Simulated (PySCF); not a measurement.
Gas-phase reaction: 3 InCl + 2 CCl4 → 3 InCl3 + 2 CCl

Energies from PySCF, thermal terms from the rigid-rotor harmonic-oscillator model, ideal gas at 1 bar. † marks an energy on the PBE0/def2-TZVP geometry and frequencies. MP2 and CCSD(T) freeze the core. Open shells (unrestricted): CCl (multiplicity 2); the rest are closed-shell singlets. Spin-orbit splitting is ignored; it lowers the true energy and changes the entropy of CCl. In: scalar-relativistic def2 core potential, no spin-orbit coupling. MP2 isn't extrapolated to the basis-set limit. CCSD(T) isn't extrapolated to the basis-set limit.

CCSD(T)/def2-SVP† gives ΔH°(298 K) = 99 kJ.

What do r2SCAN/def2-TZVP†, MP2/def2-SVP†, HF/def2-TZVP† give?

r2SCAN/def2-TZVP†: 145 kJ; MP2/def2-SVP†: 124 kJ; HF/def2-TZVP†: -164 kJ. For scale, ΔH°(298 K) is 99 kJ at this level, 159 kJ at ωB97M-V/def2-TZVP†, and runs from -164 to 493 kJ over the 18 levels computed.
